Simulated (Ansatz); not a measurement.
Consider the cleavage of the B–Si bond: `B[SiH2]OC` + `OBF` → `BOBF` + `CO[SiH3]`.

Calculated with Ansatz (gas phase, PBE0-D4/def2-TZVP geometries, no zero-point term in ΔE). CBS: MP2 limit from def2 TZ/QZ plus the TZ coupled-cluster correction, frozen cores. This one scheme is used for every species. DFT in def2-TZVPP. HSE06 is defined as in plane-wave codes. Each species was taken in one conformer, which may not be the lowest.

`B[SiH2]OC`:

Z-matrix (Å, degrees):
```
Si
O 1 1.649
B 1 1.999 2 111.2
H 1 1.498 2 110.0 3 121.8
H 1 1.498 2 109.9 3 -121.9
C 2 1.407 1 122.1 3 179.9
H 3 1.195 1 123.5 2 0.3
H 3 1.197 1 118.8 2 -179.8
H 6 1.097 2 111.5 1 61.2
H 6 1.097 2 111.5 1 -60.2
H 6 1.091 2 108.4 1 -179.5
```

`OBF`:

Z-matrix (Å, degrees):
```
B
O 1 1.344
F 1 1.332 2 120.3
H 1 1.192 2 120.1 3 -180.0
H 2 0.963 1 113.4 3 -0.0
```

`BOBF`:

Cartesian coordinates in Å:
```
B 0.009 1.212 -0.219
O -0.124 0.166 0.644
B -0.025 -1.147 0.295
F -0.181 -2.040 1.250
H 0.230 1.004 -1.379
H -0.102 2.313 0.232
H 0.193 -1.507 -0.823
```

`CO[SiH3]`:

Z-matrix (Å, degrees):
```
C
O 1 1.408
H 1 1.091 2 108.3
H 1 1.096 2 111.5 3 119.2
H 1 1.096 2 111.5 3 -119.2
Si 2 1.642 1 122.4 3 -179.7
H 6 1.481 2 106.5 1 179.8
H 6 1.490 2 110.9 1 59.7
H 6 1.490 2 110.9 1 -60.1
```

Q: Is it downhill or uphill in electronic energy at CCSD(T)/CBS, and by how much? (An estimate is asked.)

A: Ansatz gave: Downhill: ΔE = -138.3 kJ/mol.

Q: What do these levels give: PBE-D4, revPBE-D4, HSE06-D4, B2PLYP, r2SCAN, HSE06, CAM-B3LYP, MP2/def2-SVP, HF/def2-TZVPP, SCS-MP2/def2-TZVPP, CCSD/def2-TZVPP, SCS-MP2/def2-QZVPP? (Best estimate.)

A: Ansatz gave: PBE-D4 -124.3, revPBE-D4 -123.1, HSE06-D4 -129.3, B2PLYP -143.7, r2SCAN -135.3, HSE06 -130.1, CAM-B3LYP -145.3, MP2/def2-SVP -157.7, HF/def2-TZVPP -154.8, SCS-MP2/def2-TZVPP -146.6, CCSD/def2-TZVPP -139.6, SCS-MP2/def2-QZVPP -146.8 kJ/mol.

Largest T1 diagnostic among the species: 0.013.

From PBE to PBE0 (25 % exact exchange), in def2-TZVPP and without D4, ΔE moves by −4.9 kJ/mol. In def2-TZVPP, CCSD(T) changes the Hartree–Fock value by +16.1 kJ/mol (the triples alone add +0.8 kJ/mol) and MP2 by +9.6 kJ/mol. Leaving LDA and LC-ωPBE aside and taking each functional with its dispersion term where it has one, the values, not all of them listed here, spread over 22.9 kJ/mol, from BHLYP-D4 to revPBE-D4. LDA lies −5.7 kJ/mol from PBE without D4.
